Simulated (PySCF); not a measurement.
PySCF job for Si(F)2(I)(OH) (F2HIOSi), SMILES F[Si](I)(O)F, IEF-PCM-B3LYP/def2-SVP. Geometry: B3LYP-D3(BJ)/def2-SVP. The def2 effective core potentials stand for the cores of I; spin–orbit coupling is left out. One conformer was computed; it need not be the lowest.

```python
import numpy as np
from pyscf import gto, scf, dft
from pyscf.solvent import pcm

mol = gto.M(
    atom='''
    O     1.54235252    1.72521993    0.00000003
    Si   -0.00031710    1.19141701   -0.00000000
    F    -0.80441952    1.74715349    1.27969073
    F    -0.80441947    1.74715349   -1.27969075
    I     0.00837337   -1.21903458    0.00000000
    H     1.70138146    2.67847209    0.00000004
    ''',
    basis='def2-SVP',
    ecp={'I': 'def2-svp'},
    charge=0,
    spin=0,
    max_memory=1600,
    verbose=3,
)
mf = dft.RKS(mol, xc='b3lyp').density_fit(auxbasis='def2-universal-jkfit')
mf.grids.level = 3
mf.conv_tol = 1e-9
mf.max_cycle = 100
mf.kernel()
res = {}
for name, eps in {'water': 78.355, 'benzene': 2.2706, 'tetrahydrofuran': 7.4257}.items():
    s = mf.PCM()
    s.with_solvent.method, s.with_solvent.eps, s.with_solvent.lebedev_order = 'IEF-PCM', eps, 29
    s.kernel(mf.make_rdm1())
    res[name] = (s.e_tot, eps, s.dip_moment(), s.mo_energy, s.converged)
    print(f'{name}: electrostatic solvation free energy {(s.e_tot - mf.e_tot) * 627.509474:.3f} kcal/mol')
```

Output:

```
converged SCF energy = -862.712253386498

WARN: PCM is an experimental feature. It is still in testing.
Features and APIs may be changed in the future.

converged SCF energy = -862.720781529222
Dipole moment(X, Y, Z, Debye):  1.29677,  1.22444, -0.00000
water: electrostatic solvation free energy -5.351 kcal/mol

WARN: PCM is an experimental feature. It is still in testing.
Features and APIs may be changed in the future.

converged SCF energy = -862.716030189292
Dipole moment(X, Y, Z, Debye):  1.21140,  1.10341, -0.00000
benzene: electrostatic solvation free energy -2.370 kcal/mol

WARN: PCM is an experimental feature. It is still in testing.
Features and APIs may be changed in the future.

converged SCF energy = -862.719169239111
Dipole moment(X, Y, Z, Debye):  1.27149,  1.18162, -0.00000
tetrahydrofuran: electrostatic solvation free energy -4.340 kcal/mol
```

The calculation finished and met its thresholds.

Cost: around 27 core-seconds (rough).
